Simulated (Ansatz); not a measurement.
Nudged elastic band run: C₂H₄BFO

The input (input.yaml):

```yaml
crystal:
  periodic: [false, false, false]
  atoms:
    - { symbol: O, position_ang: [-2.04787, -0.487826, 0.661627] }
    - { symbol: C, position_ang: [-0.797631, -0.55538, 0.106153] }
    - { symbol: C, position_ang: [0.153381, 0.407762, 0.11238] }
    - { symbol: B, position_ang: [1.486687, 0.1445, -0.561294] }
    - { symbol: F, position_ang: [2.466416, 1.114922, -0.563863] }
    - { symbol: H, position_ang: [-2.220595, 0.372525, 1.0977] }
    - { symbol: H, position_ang: [-0.656666, -1.522792, -0.362174] }
    - { symbol: H, position_ang: [-0.051773, 1.361651, 0.602057] }
    - { symbol: H, position_ang: [1.756651, -0.881762, -1.109585] }
basis:
  gaussian: { orbitals: "6-31G" }
hamiltonian:
  xc: b3lyp
  dispersion: d4
neb:
  order_check: false
  images: 7
  f_tol: 0.05
  max_iterations: 60
  final_atoms:
    - { symbol: O, position_ang: [-2.03491616, -0.51136107, 0.64683098] }
    - { symbol: C, position_ang: [-0.7793326, -0.54664218, 0.10236429] }
    - { symbol: C, position_ang: [0.14964016, 0.43857437, 0.12663738] }
    - { symbol: B, position_ang: [1.50836662, 0.24676609, -0.5272423] }
    - { symbol: F, position_ang: [1.79468614, -0.95611589, -1.15509311] }
    - { symbol: H, position_ang: [-2.23123755, 0.34102091, 1.08883347] }
    - { symbol: H, position_ang: [-0.60738965, -1.50421754, -0.37440455] }
    - { symbol: H, position_ang: [-0.0859378, 1.38103221, 0.62322221] }
    - { symbol: H, position_ang: [2.37472082, 1.0645431, -0.54814736] }
  initial_path:
    images:
      - { positions_ang: [[-2.04787, -0.487826, 0.661627], [-0.797631, -0.55538, 0.106153], [0.153381, 0.407762, 0.11238], [1.486687, 0.1445, -0.561294], [2.466416, 1.114922, -0.563863], [-2.220595, 0.372525, 1.0977], [-0.656666, -1.522792, -0.362174], [-0.051773, 1.361651, 0.602057], [1.756651, -0.881762, -1.109585]] }
      - { positions_ang: [[-2.0209317, -0.48560996, 0.71294216], [-0.7816233, -0.58058496, 0.15291298], [0.11714812, 0.39833238, 0.06798624], [1.49837091, 0.15456865, -0.59104369], [2.5061048, 0.87880602, -0.38104591], [-2.25799821, 0.40317638, 1.07052223], [-0.58251922, -1.55782763, -0.23309962], [-0.10760277, 1.37423131, 0.47079832], [1.71765136, -0.63149219, -1.28697171]] }
      - { positions_ang: [[-1.9939934, -0.48339393, 0.76425732], [-0.76561559, -0.60578992, 0.19967296], [0.08091525, 0.38890276, 0.02359247], [1.51005482, 0.1646373, -0.62079337], [2.54579359, 0.64269004, -0.19822883], [-2.29540142, 0.43382777, 1.04334447], [-0.50837243, -1.59286326, -0.10402524], [-0.16343253, 1.38681163, 0.33953964], [1.67865172, -0.38122239, -1.46435841]] }
      - { positions_ang: [[-1.9670551, -0.48117789, 0.81557249], [-0.74960789, -0.63099488, 0.24643293], [0.04468237, 0.37947314, -0.02080129], [1.52173873, 0.17470595, -0.65054306], [2.58548239, 0.40657407, -0.01541174], [-2.33280464, 0.46447915, 1.0161667], [-0.43422565, -1.62789889, 0.02504913], [-0.2192623, 1.39939194, 0.20828095], [1.63965208, -0.13095258, -1.64174512]] }
      - { positions_ang: [[-1.9401168, -0.47896185, 0.86688765], [-0.73360019, -0.65619984, 0.29319291], [0.0084495, 0.37004352, -0.06519506], [1.53342263, 0.1847746, -0.68029274], [2.62517119, 0.17045809, 0.16740534], [-2.37020785, 0.49513053, 0.98898894], [-0.36007886, -1.66293452, 0.15412351], [-0.27509206, 1.41197226, 0.07702227], [1.60065244, 0.11931723, -1.81913182]] }
      - { positions_ang: [[-1.96381664, -0.48706166, 0.81187348], [-0.74503329, -0.62881043, 0.24548575], [0.04374716, 0.38717623, -0.01723695], [1.52715863, 0.20027247, -0.64203013], [2.41754993, -0.11118541, -0.16321927], [-2.33546528, 0.45660313, 1.01395007], [-0.42190656, -1.62325528, 0.02199149], [-0.2278035, 1.40423725, 0.21357226], [1.79416954, 0.35562369, -1.50138571]] }
      - { positions_ang: [[-1.98751648, -0.49516146, 0.75685932], [-0.75646639, -0.60142101, 0.1977786], [0.07904483, 0.40430894, 0.03072116], [1.52089463, 0.21577035, -0.60376752], [2.20992867, -0.3928289, -0.49384388], [-2.3007227, 0.41807572, 1.0389112], [-0.48373425, -1.58357603, -0.11014052], [-0.18051493, 1.39650223, 0.35012224], [1.98768663, 0.59193016, -1.18363959]] }
      - { positions_ang: [[-2.01121632, -0.50326127, 0.70184515], [-0.7678995, -0.57403159, 0.15007144], [0.1143425, 0.42144165, 0.07867927], [1.51463063, 0.23126822, -0.56550491], [2.00230741, -0.6744724, -0.82446849], [-2.26598013, 0.37954832, 1.06387234], [-0.54556195, -1.54389679, -0.24227254], [-0.13322636, 1.38876722, 0.48667222], [2.18120373, 0.82823663, -0.86589348]] }
      - { positions_ang: [[-2.03491616, -0.51136107, 0.64683098], [-0.7793326, -0.54664218, 0.10236429], [0.14964016, 0.43857437, 0.12663738], [1.50836662, 0.24676609, -0.5272423], [1.79468614, -0.95611589, -1.15509311], [-2.23123755, 0.34102091, 1.08883347], [-0.60738965, -1.50421754, -0.37440455], [-0.0859378, 1.38103221, 0.62322221], [2.37472082, 1.0645431, -0.54814736]] }
```

Launched with:

```bash
$ ansatz run input.yaml --threads 1 --pin off --max-ram 2048MiB --backend cpu --events-out ev --progress --plain --runs-dir out
```

Output, in part (warnings, iteration lines, the closing report on the highest movable image, with atoms numbered from 0):

```
NEB end point (image 0): max|allowed force component| = 6.486e-3 eV/Å (the criterion of neb.relax_end_points is 1.000e-2)
NEB end point (image 8): max|allowed force component| = 9.635e-3 eV/Å (the criterion of neb.relax_end_points is 1.000e-2)
NEB iter   1: max|band force component| = 6.219e1 eV/Å  barrier→ = 16.7776 eV  barrier← = 16.7540 eV  Δτ_max = 0.1988 Å  (213 SCF iters)
NEB iter   2: max|band force component| = 8.469e0 eV/Å  barrier→ = 2.5892 eV  barrier← = 2.5656 eV  Δτ_max = 0.1946 Å  (216 SCF iters)
NEB iter   3: max|band force component| = 5.544e0 eV/Å  barrier→ = 1.2669 eV  barrier← = 1.2433 eV  Δτ_max = 0.1891 Å  (206 SCF iters)
NEB iter   4: max|band force component| = 2.434e0 eV/Å  barrier→ = 0.5458 eV  barrier← = 0.5222 eV  Δτ_max = 0.0855 Å  (210 SCF iters)
NEB iter   5: max|band force component| = 1.380e0 eV/Å  barrier→ = 0.5351 eV  barrier← = 0.5115 eV  Δτ_max = 0.0696 Å  (204 SCF iters)
NEB iter   6: max|band force component| = 5.409e-1 eV/Å  barrier→ = 0.5337 eV  barrier← = 0.5102 eV  Δτ_max = 0.0260 Å  (186 SCF iters)
NEB iter   7: max|band force component| = 2.694e-1 eV/Å  barrier→ = 0.5333 eV  barrier← = 0.5097 eV  CI = image 4  Δτ_max = 0.0127 Å  (173 SCF iters)
NEB iter   8: max|band force component| = 7.690e-2 eV/Å  barrier→ = 0.5334 eV  barrier← = 0.5098 eV  CI = image 4  Δτ_max = 0.0042 Å  (176 SCF iters)
NEB iter   9: max|band force component| = 1.915e-2 eV/Å  barrier→ = 0.5333 eV  barrier← = 0.5098 eV  CI = image 4  Δτ_max = 0.0000 Å  (326 SCF iters)
Total energy: -7578.07979859 eV, -278.4892959912 hartree
Atom 0 at    -1.999488    -0.514106     0.862378 Å, force     0.000072     0.001480    -0.000108 eV/Å
Atom 1 at    -0.733172    -0.615225     0.310410 Å, force    -0.001366    -0.002698     0.002043 eV/Å
Atom 2 at     0.071563     0.393241    -0.059838 Å, force    -0.001597    -0.002249     0.001798 eV/Å
Atom 3 at     1.476346     0.213220    -0.679766 Å, force     0.000683     0.001799    -0.002097 eV/Å
Atom 4 at     2.591412     0.176420     0.126338 Å, force     0.000291     0.000181    -0.000109 eV/Å
Atom 5 at    -2.277088     0.416679     0.984030 Å, force     0.000526     0.000547    -0.000813 eV/Å
Atom 6 at    -0.474831    -1.663052     0.213503 Å, force     0.000091     0.000395    -0.000656 eV/Å
Atom 7 at    -0.280057     1.421878     0.072769 Å, force     0.000844    -0.000105    -0.000767 eV/Å
Atom 8 at     1.713917     0.124543    -1.846823 Å, force     0.000456     0.000651     0.000710 eV/Å
Dipole moment:    -0.276550     0.285536    -0.085384 e Å
```

The run converged. A vibrational analysis at the climbing image gives one clearly imaginary mode, 267i cm⁻¹: a first-order saddle point. Limits of this set-up: no polarisation functions.

Final band (atoms are numbered from 1 in the order of the input):

| image | path coordinate (Å) | energy (eV) | dihedral C2–C3–B4–F5 (°) |
| --- | --- | --- | --- |
| 0 | 0.00 | 0.00 | -180 |
| 1 | 0.51 | 0.07 | -157 |
| 2 | 1.02 | 0.25 | -135 |
| 3 | 1.53 | 0.44 | -113 |
| 4 | 2.04 | 0.53 | -91 |
| 5 | 2.56 | 0.44 | -69 |
| 6 | 3.08 | 0.25 | -46 |
| 7 | 3.60 | 0.08 | -23 |
| 8 | 4.11 | 0.02 | 0 |

Time of the run: 110 s on 1 thread of Intel(R) Xeon(R) Platinum 8488C (Sapphire Rapids), on a shared host, peak memory 0.14 GiB.
